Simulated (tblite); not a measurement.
C₄H₇NSi.
Geometry (GFN2-xTB, Å), atoms numbered from 1 in this order:
```
atom  x, y, z in Å
C1    -2.2067    1.8245    0.2059
C2    -1.9164    0.6684    0.1110
C3    -1.5511   -0.7283    0.0006
C4    -0.0655   -0.9462   -0.0528
N5     0.7568   -0.0098   -0.0376
Si6    2.4640    0.1377   -0.0859
H7    -2.4616    2.8382    0.2898
H8    -1.9528   -1.2854    0.8549
H9    -1.9948   -1.1571   -0.9056
H10    0.2177   -2.0097   -0.1076
H11    2.7711    0.8474    1.1523
H12    2.6962    0.9318   -1.2889
H13    3.2386   -1.1109   -0.1537
```

All values are computed: GFN2-xTB (tblite) harmonic vibrations without scaling, gas phase. Against measured fundamentals such values can be off by several per cent, at times by over 20. Modes of hydrogen on silicon can be 10 to 20 % off. One conformer, not necessarily the lowest.

Harmonic wavenumbers (cm⁻¹): 75.0, 82.6, 153.0, 166.5, 186.5, 289.8, 315.9, 548.8, 568.1, 598.4, 639.4, 682.8, 754.0, 757.5, 786.9, 810.8, 832.7, 944.4, 970.6, 1059.2, 1129.2, 1273.4, 1344.3, 1406.3, 1780.0, 2184.1, 2286.0, 2287.1, 2300.8, 2779.6, 2913.2, 2934.5, 3402.2.

A = 6526, B = 1407, C = 1182 MHz; mass 97.035 u (most abundant isotopes); point group Cs, symmetry number 1.

Question: What is the zero-point energy?

Answer: ½Σν̃ = 19622 cm⁻¹ = 234.73 kJ/mol.

Question: Give the ideal-gas entropy at 500 K and 1 bar in the rigid-rotor, harmonic-oscillator model (classical rotation).

Answer: Translation 176.66, rotation 122.70, vibration 153.65: S = 453.0 J/(mol K).

Question: And Cp and H(500 K) − H(0)?

Answer: Cp = 178.81 J/(mol K), of which vibrations give 145.55 (their classical limit is 33 R = 274.4); H(500 K) − H(0) = 56.17 kJ/mol without the zero-point energy, 39.54 from vibrations.

Question: Which modes carry the vibrational entropy at 500 K?

Answer: 75.0 cm⁻¹: 21.08; 82.6 cm⁻¹: 20.28; 153.0 cm⁻¹: 15.20; 166.5 cm⁻¹: 14.51; 186.5 cm⁻¹: 13.59; 289.8 cm⁻¹: 10.06 J/(mol K); the other 27 give 58.93 together.

Question: How do the functions run with temperature in this model?

Answer: 
```tsv
T (K)	S (J/(mol K))	Cp (J/(mol K))	H − H(0) (kJ/mol)	G − H(0) (kJ/mol)	ln q(vib)
150	301.5	83.7	8.72	-36.50	2.07
250	351.6	115.5	18.67	-69.23	4.07
298.15	373.2	130.4	24.60	-86.68	5.03
400	415.5	157.5	39.31	-126.88	7.04
600	487.2	196.1	74.94	-217.37	10.84
900	574.3	233.1	139.77	-377.10	16.04
```

q(vib) and H(0) count from the zero-point level.

Question: What must be added to the electronic energy to get the Gibbs energy at 500 K and 1 bar?

Answer: ZPE + [H(500 K) − H(0)] − T·S = 234.73 + 56.17 − 226.51 = 64.39 kJ/mol.

Hindered rotation and anharmonicity are outside this model. Other conformers, if any are populated, would add a mixing term that is left out.
